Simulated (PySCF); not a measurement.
1,3-azasiletidine (C2H7NSi), SMILES C1NC[SiH2]1.

Geometry optimised at PBE-D3(BJ)/def2-SVP.

Calculation: PySCF with TDA-ωB97X/def2-SVPD.

Vertical excitations.  State labels are in the subgroup Cs.

```json
[
 {"state": "S1", "symmetry": "A'", "energy (eV)": "6.39", "λ (nm)": "194", "f": "0.001", "main pairs": "HOMO→LUMO+2 55 %, HOMO→LUMO+1 32 %"},
 {"state": "S2", "symmetry": "A\"", "energy (eV)": "6.44", "λ (nm)": "192", "f": "0.002", "main pairs": "HOMO→LUMO 96 %"},
 {"state": "S3", "symmetry": "A'", "energy (eV)": "7.38", "λ (nm)": "168", "f": "0.010", "main pairs": "HOMO→LUMO+1 55 %, HOMO→LUMO+3 17 %, HOMO→LUMO+2 13 %"},
 {"state": "S4", "symmetry": "A\"", "energy (eV)": "7.69", "λ (nm)": "161", "f": "0.034", "main pairs": "HOMO−2→LUMO 88 %"},
 {"state": "S5", "symmetry": "A'", "energy (eV)": "7.69", "λ (nm)": "161", "f": "0.021", "main pairs": "HOMO→LUMO+3 47 %, HOMO→LUMO+5 27 %"},
 {"state": "S6", "symmetry": "A'", "energy (eV)": "7.98", "λ (nm)": "155", "f": "0.155", "main pairs": "HOMO−1→LUMO 89 %"},
 {"state": "S7", "symmetry": "A'", "energy (eV)": "8.23", "λ (nm)": "151", "f": "0.023", "main pairs": "HOMO→LUMO+5 51 %, HOMO→LUMO+3 17 %, HOMO→LUMO+2 8 %"},
 {"state": "S8", "symmetry": "A\"", "energy (eV)": "8.28", "λ (nm)": "150", "f": "0.070", "main pairs": "HOMO−1→LUMO+1 48 %, HOMO−1→LUMO+2 38 %"},
 {"state": "S9", "symmetry": "A\"", "energy (eV)": "8.36", "λ (nm)": "148", "f": "0.004", "main pairs": "HOMO−3→LUMO 83 %"},
 {"state": "S10", "symmetry": "A\"", "energy (eV)": "8.53", "λ (nm)": "145", "f": "0.000", "main pairs": "HOMO→LUMO+6 90 %"},
 {"state": "T1", "symmetry": "A'", "energy (eV)": "6.14", "λ (nm)": "202", "f": "0", "main pairs": "HOMO→LUMO+2 57 %, HOMO→LUMO+1 22 %"},
 {"state": "T2", "symmetry": "A\"", "energy (eV)": "6.36", "λ (nm)": "195", "f": "0", "main pairs": "HOMO→LUMO 94 %"},
 {"state": "T3", "symmetry": "A'", "energy (eV)": "6.95", "λ (nm)": "178", "f": "0", "main pairs": "HOMO−1→LUMO 86 %"},
 {"state": "T4", "symmetry": "A'", "energy (eV)": "7.24", "λ (nm)": "171", "f": "0", "main pairs": "HOMO→LUMO+1 67 %"}
]
```
Triplets are in the Tamm–Dancoff approximation.
